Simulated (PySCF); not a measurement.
# Correlation energy of Ti²⁺ (titanium, charge +2)

Starting occupation: [Ar] 3d1 4s1, 3d5/2 with m_j = +5/2, 4s1/2 with m_j = +1/2. All numbers are calculated (PySCF 2.14, X2C-1e with screened-nucleus spin-orbit coupling, Gaussian nucleus, in x2c-TZVPall-2c with one added diffuse shell each of s, p, d type (7s8p5d1f, 63 functions)). Frozen: [Ne]; 10 electrons correlated; the 6 highest virtual spinors left out.

MP2 pair energies summed by pair of shells (mhartree):

```tsv
pair	energy	share (%)
3p-3p	-135.83	63.1
3d-3p	-24.64	11.5
3p-3s	-21.76	10.1
3p-4s	-18.67	8.7
3s-3s	-6.10	2.8
3d-3s	-4.22	2.0
3d-4s	-2.66	1.2
3s-4s	-1.25	0.6
```

Total MP2 correlation energy: -215.13 mhartree.

The GHF reference relaxed away from the jj start to a determinant that is no pure jj level (⟨S²⟩ = 2.00, ⟨J²⟩ = 12.00); the energies belong to that determinant.

This basis was not built for core-valence correlation, so the inner-shell part is incomplete.
